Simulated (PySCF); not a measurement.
A GIAO shielding run with PySCF 2.14.0 with density-fitted response routines (density fitting, non-relativistic, gas phase) on `CC(=S)[C@@H]1[SiH2]C=C[SiH2][C@H]1F`, C₆H₁₁FSSi₂:

```
$ OMP_NUM_THREADS=1 python probes_run.py task.json out

{"job": {"kind": "nmr", "xc": "PBE0", "basis": "pcSseg-1"}, "charge": 0, "multiplicity": 1}
C      2.758069    -0.001569    -0.509880
C      1.895029     0.690971     0.484927
S      2.556310     1.478355     1.753750
C      0.426177     0.611764     0.347275
Si    -0.139680    -0.877955     1.436507
C     -1.967775    -1.175652     1.102849
C     -2.683770    -0.628363     0.119930
Si    -2.021817     0.594610    -1.150216
C     -0.106127     0.464375    -1.068659
F      0.420583     1.480492    -1.873497
H      2.430896    -1.031340    -0.658326
H      3.794458     0.006488    -0.181611
H      2.693760     0.513070    -1.470097
H     -0.005779     1.507980     0.802199
H      0.631144    -2.067152     1.042921
H      0.098781    -0.536511     2.837186
H     -2.456380    -1.866345     1.781915
H     -3.734589    -0.884954     0.038225
H     -2.457176     0.233109    -2.501632
H     -2.398737     1.968203    -0.807107
H      0.257704    -0.462633    -1.527130
```

Hardware: 1 thread of an Arm Neoverse V1, shared host. The job also computes population analyses, field gradients, ring-centre shieldings.

**Question.** How large is the calculation?

**Answer.** 100 electrons, 246 basis functions and 1344 auxiliary functions.

**Question.** How long does it take, and how much memory does it need?

**Answer.** 82 s of wall time, with 14 SCF cycles and 5 response iterations; peak memory 1.1 GiB. Times on a shared host scatter by some tens of per cent.
